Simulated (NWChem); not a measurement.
Molecule: C₄H₄ClF; SMILES C1CC(Cl)=C1F

All runs: NWChem. Geometry: optimised at PBE-D3(BJ)/def2-SVP. Level: PBE/def2-SVP with SMD, gas-phase geometry; reactions with the solvents are ignored. One conformer.

```tsv
SMD term (kcal/mol)	water	ethyl acetate
distortion of the solute's density	0.44	0.29
polarisation	-2.65	-2.10
cavity, dispersion and structure	2.97	-1.75
```

Problem. Sum the solvation free energies, find the transfer free energy from water to ethyl acetate and the partition coefficient at 298.15 K.

Solution. 
1. ΔG(solv, water) = 0.76 kcal/mol and ΔG(solv, ethyl acetate) = -3.56 kcal/mol (1 M gas to 1 M solution).
2. Transfer: -3.56 − (0.76) = -4.32 kcal/mol.
3. log₁₀ K(ethyl acetate/water) = −ΔG/(RT ln 10) = 4.32/1.364 = 3.2, so the model puts more of the solute in ethyl acetate.
4. Of the transfer energy, 0.40 kcal/mol is electrostatic and -4.72 comes from the non-electrostatic term. The two phases are taken as the pure solvents.
